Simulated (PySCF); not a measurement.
# Low-lying terms of Sc³⁺ (scandium, charge +3)

Ground state [Ar], ¹S. Calculation: PySCF 2.14, in x2c-SVPall with two added diffuse shells each of s, d type (7s3p5d1f, 48 functions); scalar relativity by spin-free X2C-1e. Vertical excitation energies in eV without spin-orbit coupling; excited terms of each kind are numbered among those the solver found. Frozen: [Ne].

```csv
term,leading excitation,EOM-EE-CCSD
1 3P°,3p → d,30.472
1 3F°,3p → d,32.025
1 1D°,3p → d,34.176
1 3D°,3p → d,34.267
1 1F°,3p → d,34.484
1 1P°,3p → d,43.963
1 3S,3p → p,49.450
1 3D,3p → p,49.964
1 1D,3p → p,50.089
1 1P,3p → p,50.293
1 3P,3p → p,50.310
1 1S,3p → p,50.984
2 3D,3s → d,54.402
2 1D,3s → d,55.960
```

The solver can miss terms.
